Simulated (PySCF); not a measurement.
A structure optimised at PBE-D3(BJ)/def2-SVP, used in a PySCF frequency run:

```
C
O 1 1.4117
H 1 1.1163 2 108.05
H 1 1.1163 3 105.70 2 115.48
C 1 1.5237 3 109.19 4 117.35
H 5 1.1093 1 110.32 3 -57.56
H 5 1.1102 6 107.74 1 -122.01
H 5 1.1102 6 107.74 7 -115.98
Ga 2 1.8035 1 131.59 3 -123.04
H 9 1.5676 2 109.66 1 180.00
H 9 1.5742 10 129.73 2 180.00
```

Question: Write its SMILES, formula and point group.

Answer: CC[O][GaH2], C2H7GaO, Cs

Question: What are its rotational constants (standard atomic weights)?

Answer: 11.930, 2.4177, 2.0631 GHz
